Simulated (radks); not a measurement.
Dipole-allowed excitations along the series with 12 electrons in [Ne] 3s2. Calculated with a radial shooting solver on a logarithmic mesh with Libxc functionals: scalar-relativistic Kohn-Sham, LDA (Slater exchange, Perdew-Wang correlation), spin-polarised, spherical densities, finite nucleus; Fermi nuclear charge, rms radius of each element as measured or else 0.836 A^(1/3) + 0.57 fm. Time-dependent linear response with the Hartree and adiabatic LDA kernel, continuum included through the Sternheimer equations, no spin-orbit coupling, so fine structure and intercombination lines are absent. Lines are the poles of the dipole polarisability below minus the highest occupied eigenvalue, found on a grid refined at the orbital gaps; the lowest seven at most are given, and weak or close lines can be missed. The first line takes the name of the lowest orbital gap if no other gap lies below it; otherwise a line is named after a gap within 0.6 % of it, if that gap stands alone.

| species | -e(HOMO) (eV) | lowest orbital gap (eV) | first line (eV) | f | static alpha (bohr^3) |
|---|---|---|---|---|---|
| K7+ | 145.94 | 3s-3p 18.898 | 24.093 (3s-3p) | 1.08 | 1.444 |
| Ca8+ | 178.81 | 3s-3p 21.104 | 26.811 (3s-3p) | 1.01 | 1.097 |
| Sc9+ | 214.80 | 3s-3p 23.336 | 29.551 (3s-3p) | 0.957 | 0.8531 |
| Ti10+ | 253.91 | 3s-3p 25.598 | 32.319 (3s-3p) | 0.908 | 0.6765 |
| V11+ | 296.13 | 3s-3p 27.898 | 35.121 (3s-3p) | 0.865 | 0.5453 |
| Cr12+ | 341.47 | 3s-3p 30.239 | 37.966 (3s-3p) | 0.827 | 0.4457 |
